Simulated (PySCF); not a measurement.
Highest occupied level (eV) of eight silicon and germanium compounds: PBE beside r2SCAN, computed with PySCF for isolated molecules in the bases named; differences from unrounded values. The eight are the first of their class met in an unordered collection, after screening for sound electronic states; none was chosen by its value. Each molecule has one DFT geometry for both levels.

| molecule | basis | r2SCAN | PBE | difference |
|---|---|---|---|---|
| SSi, SMILES [Si]=S (connectivity only; charge and spin as stated), neutral, multiplicity 1 | def2-TZVPD | -7.20 | ___ | ___ |
| CH2FNOSi, SMILES N#CO[SiH2]F | def2-TZVP | -7.93 | -7.63 | 0.29 |
| C₃H₆FNSi, SMILES N[C@H]([SiH2]F)C#C | def2-TZVP | -5.86 | -5.61 | 0.24 |
| Cl₄H₂Si₂, SMILES Cl[SiH2][Si](Cl)(Cl)Cl | def2-TZVP | -7.63 | -7.31 | 0.32 |
| C₂H₇ClO₂Si, SMILES C(CO)[Si@H](O)Cl | def2-TZVP | -6.80 | -6.45 | 0.35 |
| C4H9FSi, SMILES C(C)/C=C(/[SiH3])F | def2-TZVP | -6.33 | ___ | ___ |
| ClF₃H₂OSi₂, SMILES F[Si](O[SiH2]Cl)(F)F | def2-TZVP | -8.34 | ___ | ___ |
| C2H5FSi2, SMILES C#C[Si@@H](F)[SiH3] | def2-TZVP | -7.18 | -6.93 | 0.25 |

Task: Some entries are withheld; supply them. (The exact figures need the calculation; the answer reports its results.)

Result: 
- SSi, SMILES [Si]=S (connectivity only; charge and spin as stated), neutral, multiplicity 1, PBE: -6.97
- SSi, SMILES [Si]=S (connectivity only; charge and spin as stated), neutral, multiplicity 1, difference: 0.23
- ClF₃H₂OSi₂, SMILES F[Si](O[SiH2]Cl)(F)F, PBE: -7.97
- ClF₃H₂OSi₂, SMILES F[Si](O[SiH2]Cl)(F)F, difference: 0.37
- C4H9FSi, SMILES C(C)/C=C(/[SiH3])F, PBE: -6.12
- C4H9FSi, SMILES C(C)/C=C(/[SiH3])F, difference: 0.21

PBE lies below r2SCAN in 0 and above it in 8 of the eight; the mean signed difference is 0.28 and the largest 0.37 eV.
